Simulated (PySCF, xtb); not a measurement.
SnHI, SMILES [SnH][I] (connectivity only; charge and spin as stated), neutral, multiplicity 1.

Harmonic wavenumbers (cm⁻¹) from GFN2-xTB run with xtb at its own minimum, in rising order: 232, 490, 1232.

### Question
What does B3LYP-D3(BJ)/def2-TZVP (PySCF) give at its own minimum? (Estimate from the structure and the level; the computed values follow.)

### Answer
186, 543, 1694. Paired by order, the mean absolute difference is 187 cm⁻¹ and the zero-point energies are 2.8 and 3.5 kcal/mol.
